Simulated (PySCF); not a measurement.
Isomers of C9H9BF2. Computed with PySCF 2.14.0, PBE0-D3(BJ)/def2-SVP geometry optimisation, gas phase. Energies are electronic, without zero-point or thermal terms, for one conformer each. No frequencies were run at this level. Point groups hold within 0.08 Å.

Question: Order them by energy at this level, lowest first, and give relative energies in kcal/mol.
A. `[CH2:1]=[CH:2][CH2:3][c:4]1[cH:5][cH:6][c:7]([B:8]([F:9])[F:10])[cH:11][cH:12]1` with C1–C2–C3–C4 119°, C2–C3–C4–C5 98°
B. `[F:1][B:2]([F:3])[c:4]1[cH:5][cH:6][c:7]([CH:8]2[CH2:9][CH2:10]2)[cH:11][cH:12]1` with C6–C7–C8–C9 35°

Answer: B (0.0), A (1.4).

As drawn, the lower has a three-membered ring, which the higher lacks; the higher has a C=C bond outside aromatic rings, which the lower lacks. Neighbours under 2.5 kcal/mol apart (FB(F)c1ccc(C2CC2)cc1 and C=CCc1ccc(B(F)F)cc1) can change places with a better method, another conformer or zero-point energy.

| SMILES | E (Eh) | E rel (kcal/mol) | dipole (D) | point group | A, B, C (MHz) |
| --- | --- | --- | --- | --- | --- |
| FB(F)c1ccc(C2CC2)cc1 | -571.99194 | 0.0 | 3.23 | Cs | 2918, 417.4, 375.9 |
| C=CCc1ccc(B(F)F)cc1 | -571.98969 | 1.4 | 2.57 | C1 | 2625, 397.1, 363.1 |

As an exercise, what shares would exp(−E/RT) give at 298.15 K from these electronic energies alone (no entropy, no degeneracies)?

RT = 0.592 kcal/mol: FB(F)c1ccc(C2CC2)cc1 91.5 %, C=CCc1ccc(B(F)F)cc1 8.5 %.
